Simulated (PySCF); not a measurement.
Ge(CH₃)₄, optimised at B3LYP/6-31G*:

```xyz
17

C     -0.2937    -1.2457    -1.5163
Ge    -0.0113     0.0003    -0.0061
C     -0.0600     1.8629    -0.6702
C     -1.4396    -0.2582     1.3378
C      1.7479    -0.3580     0.8242
H     -1.2638    -1.0640    -1.9904
H     -0.2700    -2.2841    -1.1696
H      0.4876    -1.1185    -2.2730
H      0.0939     2.5699     0.1517
H     -1.0270     2.0819    -1.1350
H      0.7246     2.0274    -1.4161
H     -2.4234    -0.0642     0.8977
H     -1.4302    -1.2848     1.7186
H     -1.3015     0.4232     2.1838
H      1.7959    -1.3858     1.1988
H      2.5538    -0.2200     0.0958
H      1.9240     0.3222     1.6641
```

Energies from PySCF (xtb for GFN2), thermal terms from the rigid-rotor harmonic-oscillator model, ideal gas at 1 bar. 6-31G* has spherical d functions here. All species are closed-shell singlets. B3LYP is the form with VWN-RPA correlation. Ge: all electrons, no relativistic terms.

**Question.** List the harmonic frequencies (cm⁻¹, unscaled) at this level and at the other levels, each on its own geometry.

**Answer.** 
- B3LYP/6-31G*: 117, 126, 126, 126, 163, 163, 182, 182, 182, 536, 585, 585, 585, 715, 715, 715, 851, 851, 857, 857, 857, 1302, 1302, 1302, 1319, 1495, 1495, 1495, 1496, 1496, 1510, 1510, 1510, 3051, 3051, 3051, 3053, 3131, 3131, 3131, 3131, 3131, 3133, 3133, 3133
- GFN2-xTB: 92, 112, 112, 112, 152, 152, 166, 166, 166, 519, 582, 582, 582, 709, 709, 709, 802, 802, 805, 805, 805, 1325, 1325, 1325, 1331, 1466, 1466, 1466, 1470, 1470, 1476, 1476, 1476, 3020, 3020, 3020, 3023, 3025, 3025, 3025, 3026, 3026, 3029, 3029, 3029
- HF/6-31G*: 129, 142, 142, 142, 176, 176, 198, 198, 198, 578, 622, 622, 622, 768, 768, 768, 915, 915, 920, 920, 920, 1431, 1431, 1431, 1447, 1608, 1608, 1608, 1610, 1610, 1623, 1623, 1623, 3194, 3194, 3194, 3196, 3266, 3266, 3266, 3267, 3267, 3269, 3269, 3269…
- PBE/def2-SVP: 118, 128, 128, 128, 162, 162, 178, 178, 178, 539, 583, 583, 583, 673, 673, 673, 802, 802, 804, 804, 804, 1199, 1199, 1199, 1213, 1381, 1381, 1381, 1385, 1385, 1397, 1397, 1397, 2976, 2976, 2976, 2978, 3079, 3079, 3079, 3079, 3079, 3080, 3080, 3080
- PBE0/def2-TZVP: 116, 131, 131, 132, 166, 166, 185, 185, 185, 564, 606, 606, 606, 699, 699, 699, 833, 833, 834, 834, 834, 1257, 1257, 1257, 1271, 1450, 1450, 1450, 1453, 1453, 1466, 1466, 1466, 3053, 3053, 3054, 3055, 3141, 3141, 3141, 3141, 3141, 3142, 3142, 3142
